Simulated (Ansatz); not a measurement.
Calculated with Ansatz (gas phase, PBE0-D4/def2-TZVP geometries, no zero-point term in ΔE). CCSD(T)/CBS adds triple-zeta CCSD(T) − MP2 to the extrapolated MP2 energy (def2 sets, frozen cores). Functionals use def2-TZVPP. For Ga outer-core shells are correlated without core-valence functions, which leaves a few kJ/mol of doubt a bond. Scalar relativity is left out up to krypton. One conformer a species, not always the lowest.

Reaction (redistribution): `ClB1CC1` + `[CH3][Ga]([OH])[OH]` → `CB1CC1` + `[OH][Ga]([OH])[Cl]`

```
         level  ΔE (kJ/mol)
        revPBE        -32.5
MP2/def2-QZVPP        -33.5
```

(1) What does CCSD(T)/CBS give? (Estimate.)

Largest T1 diagnostic among the species: 0.014.

## Answers

(1) Computed: -33.2 kJ/mol. The listed levels differ from it by 0.7, -0.3 kJ/mol.

At CCSD(T), def2-SVP lies −7.0 kJ/mol from the extrapolated value and def2-TZVPP −4.2 kJ/mol. Leaving LDA and LC-ωPBE aside and taking each functional with its dispersion term where it has one, the values, not all of them listed here, spread over 15.0 kJ/mol, from BHLYP-D4 to BLYP-D4.
